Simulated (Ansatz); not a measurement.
Start from `[BH2][Ga]([OH])[F]` and change one atom or group to get `[OH][GaH][F]`.

Ansatz, PBE0-D4/def2-TZVP geometries, multiplicity 1. Each molecule was computed in one conformer, which needn't be the lowest.

Scalar relativity is left out up to krypton.

```tsv
property	`[BH2][Ga]([OH])[F]`
LUMO energy (B3LYP/def2-TZVPP) / eV	-3.21
HOMO–LUMO gap (B3LYP/def2-TZVPP) / eV	5.37
HOMO–LUMO gap (PBE0/def2-TZVPP) / eV	5.80
HOMO energy (B3LYP/def2-TZVPP) / eV	-8.58
size of the dipole moment (PBE/def2-TZVPP) / D	1.56
HOMO–LUMO gap (PBE/def2-TZVPP) / eV	3.33
```

Problem. Give the same properties after the change, and the shifts. (Estimate.)

Solution. The calculation gave: 
```
                                      property  `[OH][GaH][F]`  shift
           LUMO energy (B3LYP/def2-TZVPP) / eV           -1.27   1.94
         HOMO–LUMO gap (B3LYP/def2-TZVPP) / eV            7.84   2.47
          HOMO–LUMO gap (PBE0/def2-TZVPP) / eV            8.42   2.62
           HOMO energy (B3LYP/def2-TZVPP) / eV           -9.10  -0.52
size of the dipole moment (PBE/def2-TZVPP) / D            3.20   1.64
           HOMO–LUMO gap (PBE/def2-TZVPP) / eV            5.96   2.63
```

With PBE0 the HOMO falls by 0.59 eV and the LUMO rises by 2.04 eV, so the gap widens by about 2.63 eV. PBE moves the HOMO by -0.33 eV and ωB97M-V by -0.71 eV. The zero-point energy changes by -34.3 kJ/mol with -6 modes. Dipoles are sizes alone; their direction can turn.

B3LYP here is the variant with VWN-RPA as its local correlation; programs differ in this.
